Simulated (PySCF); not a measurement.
CrO₂F₂, SMILES [O]=[Cr]([F])(=[O])[F], multiplicity 1. Atoms are numbered in the order given.

```xyz
5

Cr     0.0000     0.0000     0.0517
O      0.0000     1.2351     0.9460
O      0.0000    -1.2351     0.9460
F     -1.3833     0.0000    -0.9098
F      1.3833     0.0000    -0.9098
```
Charge 0, spin multiplicity 1.

Coordinates come from a PBE0-D3(BJ)/def2-SVP optimisation. The spin state was assumed, not searched. The isomer is the one that the SMILES or the coordinates give; other isomers of the formula were not compared.

Calculation: PySCF with CAM-B3LYP/def2-TZVP.

The molecule is in vacuum.

Computed frontier levels, gap, dipole moment and polarisability:
```
Item                                                                                                           Result
---------------------------------------------------------------------------------------------  ----------------------
highest occupied level                                                                                      -12.08 eV
lowest empty level                                                                                           -3.84 eV
orbital gap                                                                                                   8.24 eV
dipole moment                                                                                                  0.09 D
quadrupole, principal values (traceless, Buckingham form, about the centre of nuclear charge)  -0.88, -0.10, 0.97 D·Å
mean static polarisability                                                                       34.8 bohr³ (5.16 Å³)
polarisability, principal values                                                               31.4, 34.2, 38.8 bohr³
```
